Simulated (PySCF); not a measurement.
**Peak assignment**

Mapped SMILES: `[CH2:1]=[CH:2][C:3](=[O:4])[Si@H:5]([F:6])[O:7][CH:8]=[O:9]`. Each H is labelled by its parent atom. Ha(C1) is cis to C3; Hb(C1) is trans to C3.

[PySCF: GFN2-xTB structure; shieldings: GIAO PBE0/pcSseg-1; one computed conformer; in vacuum; relativity neglected]

Scale: TMS for $^{13}$C and $^{1}$H (reference shieldings calculated alike).

Task: Assign these signals to the numbered atoms. $^{13}$C{$^{1}$H} NMR (computed): δ 223.9, 162.6, 140.1, 136.9.

Result: 
| δ (ppm) | atoms | environment | reason |
| --- | --- | --- | --- |
| 223.9 | C3 | carbonyl carbon | – |
| 162.6 | C8 | carbonyl carbon | – |
| 140.1 | C2 | α carbon of a C=C–C=O unit | as expected for a trigonal carbon in a double bond |
| 136.9 | C1 | β carbon of a C=C–C=O unit | conjugation with the carbonyl draws π density from the β position |

Task: Assign these signals to the numbered atoms. $^{1}$H NMR (500 MHz, computed): δ 8.19 (m, 1H), 7.42 (m, 1H), 6.79 (m, 1H), 6.06 (m, 1H), 5.13 (m, 1H).

Result: 
8.19 → H(C8), hydrogen on a carbonyl carbon
7.42 → H(C2), hydrogen on an α carbon of a C=C–C=O unit: olefinic region
6.79 → Ha(C1), hydrogen on a β carbon of a C=C–C=O unit: attached to an sp2 carbon and in the plane of the double bond
6.06 → Hb(C1), hydrogen on a β carbon of a C=C–C=O unit
5.13 → H(Si5), hydrogen on a silicon bonded to C, F, O

Splittings by $^{19}$F in the carbon and heteronuclear signals aren't shown, as no couplings were computed. Shifts are as computed. Against solution values, carbons near 30 ppm lie about +3 ppm off and those near 130 ppm about +5 ppm. Of 1211 compounds with measured shifts, 218 miss one by over three times the rms of a fit or turn the order of signals round; such compounds aren't used in these exercises. No couplings were computed; multiplicities are counted from neighbouring protons, with m where these are inequivalent, close in shift, in a saturated or five-membered ring or joined by F or P, and br s for small geminal =CH2 splittings.
